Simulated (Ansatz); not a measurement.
`[Cl][Ga]([Cl])[Br]` + H–F → `[F][Ga]([Cl])[Cl]` + HBr at 600 K and 1 bar (ligand exchange at a Ga–Br bond).

Isolated molecules relaxed with PBE0-D4/def2-TZVP in Ansatz; ΔE leaves out vibrations. CCSD(T)/CBS adds triple-zeta CCSD(T) − MP2 to the extrapolated MP2 energy (def2 sets, frozen cores). This one scheme is used for every species. For Br, Ga outer-core shells are correlated without core-valence functions, which leaves a few kJ/mol of doubt a bond. Scalar relativity is left out up to krypton.

```json
{"species": "`[Cl][Ga]([Cl])[Br]`", "CCSD(T)/CBS energy (Eh)": "-5416.98025", "H − E (kJ/mol)": "51.1", "S (J/(mol·K))": "401.8"}
{"species": "H–F", "CCSD(T)/CBS energy (Eh)": "-100.39570", "H − E (kJ/mol)": "42.3", "S (J/(mol·K))": "194.0"}
{"species": "`[F][Ga]([Cl])[Cl]`", "CCSD(T)/CBS energy (Eh)": "-2943.43698", "H − E (kJ/mol)": "52.2", "S (J/(mol·K))": "377.3"}
{"species": "HBr", "CCSD(T)/CBS energy (Eh)": "-2573.91920", "H − E (kJ/mol)": "33.5", "S (J/(mol·K))": "219.1"}
```

H − E and S are ideal-gas, rigid-rotor, harmonic terms from PBE0-D4/def2-TZVP. 1 Eh = 2625.50 kJ/mol, R = 8.31446 J/(mol·K).

**Question.** By hand: ΔE, ΔH, ΔS and ΔG.

**Answer.** ΔE = (-2943.43698) + (-2573.91920) − (-5416.98025) − (-100.39570) = 0.01977 Eh = 51.9 kJ/mol. Δ(H − E) = 52.2 + 33.5 − 51.1 − 42.3 = -7.7, so ΔH = 44.2 kJ/mol. ΔS = 377.3 + 219.1 − 401.8 − 194.0 = 0.6 J/(mol·K). ΔG = 44.2 − 600 × (0.6)/1000 = 43.8 kJ/mol.

**Question.** By hand: the equilibrium constant, and the temperature at which ΔG would vanish if ΔH and ΔS stayed fixed.

**Answer.** log₁₀ K = −ΔG/(RT ln 10) = -3.8. ΔG = 0 at ΔH/ΔS = 73667 K, far beyond where these terms or the molecules hold.

The number of gas molecules stays the same, so ΔS is small and ΔH decides. A doubt of 5 kJ/mol in ΔE shifts log₁₀ K by 0.4 here. These are equilibria of isolated gas molecules and say nothing of rates. Largest T1 diagnostic: 0.012 (customary marks: 0.02 for closed shells, 0.045 for open ones).
